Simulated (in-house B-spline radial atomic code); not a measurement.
# Functionals against NIST's ionisation energies along a row: Ca to Kr

Ionisation energies as differences of self-consistent total energies from an all-electron radial atomic-structure program (B-spline basis): all electrons, radial basis limit, scalar-relativistic (one-electron X2C), spin-polarised at highest spin, spherical densities; exact exchange is averaged over the determinants of each configuration. No spin-orbit coupling, Breit or QED terms. NIST's values run from ground level to ground level, so in open shells the differences also hold multiplet and fine-structure energies that spherical high-spin averages miss. Columns give computed minus NIST, in eV; a star marks a semi-empirical value. Species are left out where the tabulated value is theory, is uncertain by more than 0.12 eV, or (13 ions, such as In⁴⁺, Te⁴⁺ and Bi⁴⁺) lies off its series for all methods alike, which flatters the means a little.

```json
{"species": "Ca", "shell": "4s", "NIST (eV)": "6.11", "PBEsol": "-0.07", "BP86": "+0.09", "wB97X": "+0.10", "B97-1": "+0.09", "AM05": "-0.14", "OLYP": "-0.17"}
{"species": "Sc", "shell": "4s", "NIST (eV)": "6.56", "PBEsol": "-0.15", "BP86": "+0.03", "wB97X": "+0.14", "B97-1": "+0.12", "AM05": "-0.21", "OLYP": "-0.22"}
{"species": "Ti", "shell": "4s", "NIST (eV)": "6.83", "PBEsol": "-0.18", "BP86": "+0.04", "wB97X": "+0.21", "B97-1": "+0.19", "AM05": "-0.22", "OLYP": "-0.20"}
{"species": "Cr", "shell": "4s", "NIST (eV)": "6.77", "PBEsol": "+0.62", "BP86": "+0.77", "wB97X": "-0.26", "B97-1": "+0.03", "AM05": "+0.62", "OLYP": "+0.15"}
{"species": "Mn", "shell": "4s", "NIST (eV)": "7.43", "PBEsol": "-0.25", "BP86": "+0.02", "wB97X": "+0.32", "B97-1": "+0.31", "AM05": "-0.22", "OLYP": "-0.11"}
{"species": "Fe", "shell": "4s", "NIST (eV)": "7.90", "PBEsol": "-0.11", "BP86": "+0.13", "wB97X": "+0.37", "B97-1": "+0.24", "AM05": "-0.12", "OLYP": "-0.25"}
{"species": "Cu", "shell": "4s", "NIST (eV)": "7.73", "PBEsol": "+0.64", "BP86": "+0.81", "wB97X": "+0.03", "B97-1": "+0.10", "AM05": "+0.59", "OLYP": "+0.26"}
{"species": "Zn", "shell": "4s", "NIST (eV)": "9.39", "PBEsol": "+0.16", "BP86": "+0.37", "wB97X": "+0.20", "B97-1": "+0.11", "AM05": "+0.11", "OLYP": "-0.17"}
{"species": "Ga", "shell": "4p", "NIST (eV)": "6.00", "PBEsol": "-0.12", "BP86": "+0.01", "wB97X": "-0.12", "B97-1": "-0.26", "AM05": "-0.18", "OLYP": "-0.38"}
{"species": "Ge", "shell": "4p", "NIST (eV)": "7.90", "PBEsol": "+0.05", "BP86": "+0.14", "wB97X": "-0.21", "B97-1": "-0.13", "AM05": "+0.01", "OLYP": "-0.15"}
{"species": "As", "shell": "4p", "NIST (eV)": "9.79", "PBEsol": "+0.11", "BP86": "+0.17", "wB97X": "-0.13", "B97-1": "-0.01", "AM05": "+0.07", "OLYP": "-0.05"}
{"species": "Se", "shell": "4p", "NIST (eV)": "9.75", "PBEsol": "-0.23", "BP86": "-0.02", "wB97X": "+0.17", "B97-1": "-0.13", "AM05": "-0.26", "OLYP": "-0.52"}
{"species": "Br", "shell": "4p", "NIST (eV)": "11.81", "PBEsol": "+0.05", "BP86": "+0.19", "wB97X": "-0.03", "B97-1": "-0.03", "AM05": "+0.02", "OLYP": "-0.14"}
{"species": "Kr", "shell": "4p", "NIST (eV)": "14.00", "PBEsol": "+0.07", "BP86": "+0.18", "wB97X": "-0.03", "B97-1": "+0.05", "AM05": "+0.05", "OLYP": "0.00"}
```

Q: How do the methods rank, and which species is hardest?

A: Mean absolute (signed) differences: B97-1 0.13 (+0.05) eV; wB97X 0.17 (+0.05) eV; OLYP 0.20 (-0.14) eV; AM05 0.20 (+0.01) eV; PBEsol 0.20 (+0.04) eV; BP86 0.21 (+0.21) eV. For Fe, which loses a 4s electron, the nearest method is off by -0.11 eV, the largest such miss.
